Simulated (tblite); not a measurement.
Run record: tight-binding relaxation, `[H]/N=[C]/C1=C[C@]1(F)C(C)=O` [radical].

Computed with GFN2-xTB geometry optimisation, gas phase (tblite 0.8.0). Start geometry: from a force field or distance geometry. A driver script takes a list of jobs; this job's settings line and coordinates (Å) are shown.

Command:
```bash
OMP_NUM_THREADS=1 python probes_run.py task.json out
```

Input:
```
{"job": {"kind": "relax", "xc": "GFN2-xTB", "basis": "xTB"}, "charge": 0, "multiplicity": 2}
C     -1.982100     0.967000     0.646800
C     -0.955900     0.408200    -0.246000
O     -0.846800     0.827600    -1.389300
C     -0.057200    -0.639600     0.259300
F     -0.171900    -1.119200     1.567700
C      0.230300    -1.743600    -0.695600
C      1.212100    -0.870100    -0.486600
C      2.571000    -0.337700    -0.696800
N      2.966600     0.719500    -0.077300
H     -2.883400     1.147500     0.010400
H     -2.231200     0.274900     1.468800
H     -1.614100     1.936000     1.055700
H     -0.164100    -2.624200    -1.168900
H      3.926100     1.053100    -0.270400
```

Output:
```
step      E/eV     max force
  0    -732.03441    3.582
  1    -732.31258    3.440
  2    -732.46840    1.187
  3    -732.51418    0.728
  4    -732.59209    1.159
  5    -732.65417    1.491
  6    -732.75481    1.237
  7    -732.84474    0.957
  8    -732.92144    0.929
  9    -732.98420    0.880
... (89 lines left out)
 99    -733.24710    0.018
100    -733.24713    0.014
101    -733.24714    0.012
102    -733.24716    0.011
103    -733.24718    0.015
104    -733.24722    0.019
105    -733.24726    0.020
106    -733.24731    0.018
107    -733.24735    0.014
108    -733.24737    0.010
```

«max force» is the largest atomic force in eV/Å.

Q: From which step on does the largest force stay under 0.1 eV/Å, and how much energy is left to gain from there?

A: From step 64 (0.084 eV/Å), 12.8 meV above the end.

Main results: energy lowered by 28.0 kcal/mol over 108 steps; largest atomic force 0.010 eV/Å at the end.

Q: Where do the atoms end?

A: 0.434 Å rms from the input after alignment:
```
atom  x, y, z in Å
C1    -2.0862    0.9388    0.6342
C2    -1.0501    0.4332   -0.3270
O3    -0.9191    0.8333   -1.4586
C4    -0.1622   -0.6424    0.2101
F5    -0.3416   -0.8698    1.5673
C6     0.3496   -1.7318   -0.6219
C7     1.2660   -0.7739   -0.3157
C8     2.3806   -0.0965   -0.4116
N9     3.4674    0.3939   -0.1909
H10   -2.6907    1.7048    0.1575
H11   -2.7149    0.1116    0.9581
H12   -1.5958    1.3434    1.5177
H13    0.1782   -2.7203   -0.9550
H14    3.9181    1.0752   -0.7863
```

The run took 0.5 s of wall time on Arm Neoverse V2, one thread, no GPU (shared host).
Labels such as C1 count atoms from 1, the log's own numbers from 0.
